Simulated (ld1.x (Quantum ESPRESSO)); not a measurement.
What one change does to a pseudopotential (Bi, TM)

Bi, norm-conserving Troullier–Martins (Kleinman–Bylander form), made with ld1.x (Quantum ESPRESSO) 7.5 (PBE, scalar-relativistic). Core [Xe] 4f14, reference 5d10 6s2 6p3. Waves: 6p (bound): rc 2.50 bohr; 5d (bound): rc 1.35 bohr; 6s (bound): rc 2.00 bohr. Local part: the s channel. Core correction: Bessel-smoothed model core inside 0.70 bohr.

Change: wave 6s (bound): rc 2.00 bohr becomes 6s (bound): rc 2.94 bohr.

Cutoffs: the cutoffs (Ry, on a coarse ladder) from which the occupation-weighted sum of valence levels, in a spherical-Bessel basis at the reference potential, stays within 10 and 1 mRy of its value at 400 Ry; they do not see the model core or the augmentation charge, which bear on the density cutoff. Errors are all-electron minus pseudo energies relative to the spin-unpolarised reference configuration.

Task: What does the change do?

Result: The potential gets neither clearly harder nor softer (70 Ry and 100 Ry → 70 Ry and 100 Ry); the d channel sets the loose cutoff, while the largest relative change is in s, which becomes softer; of the 7 tests that both files solve, the error grows in 2 and shrinks in 5 by more than 15 % and 0.3 meV (median size 7.3 → 20.1 meV); neither file shows a bound ghost.

```csv
quantity,base,changed
"cutoff, loose",70 Ry,70 Ry
"cutoff, tight",100 Ry,100 Ry
loose cutoff by channel (10 mRy a level),"p 8 Ry, d 50 Ry, s 21 Ry","p 8 Ry, d 45 Ry, s 8 Ry"
bound ghosts,none,none
"error for 5d10 6s2 6p2, meV [ΔE 7.91 eV]",-3.2,+0.7
"error for 5d10 6s2 6p1, meV [ΔE 23.16 eV]",-12,+8.9
"error for 5d10 6s2 6p0, meV [ΔE 46.50 eV]",-37,+20
"error for 5d10 6s1 6p3, meV [ΔE 18.73 eV]",-5.1,-29
"error for 5d10 6s1 6p0, meV [ΔE 91.91 eV]",-72,-36
"error for 5d10 6s1 6p4, meV [ΔE 10.08 eV]",-7.3,-44
"error for 5d10 6s2 6p2.5, meV [ΔE 3.10 eV]",-1.4,-0.5
```
